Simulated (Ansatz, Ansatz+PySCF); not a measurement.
```yaml
atoms:
  - { symbol: Si, position_ang: [-0.0035, 0.0093, -0.0010] }
  - { symbol: H, position_ang: [0.8571, 0.8706, 0.8610] }
  - { symbol: H, position_ang: [0.8663, -0.8647, -0.8704] }
  - { symbol: H, position_ang: [-0.8696, 0.8674, -0.8588] }
  - { symbol: H, position_ang: [-0.8570, -0.8558, 0.8682] }
```

Basis set: def2-SVP (spherical functions). Frozen core: 5 orbitals. Charge 0, multiplicity 1.

Computed with Ansatz (development build ahead of 0.2.0); each method stands on the lowest determinant of its kind that the runs found. Restricted open shells among the atoms or ions are ROHF, correlated in semicanonical orbitals with singles.

The atomization energy at this shape (free ground-state atoms in the same class of orbitals less the molecule, no zero-point energy) of singlet SiH4:

| method | atomization energy |
| --- | --- |
| RHF-CCSD(T) | 13.30 eV |
| RHF-MP2 | 12.94 eV |
| RHF | 11.06 eV |

(1) What does UHF give?

Results:

(1) 10.97 eV.
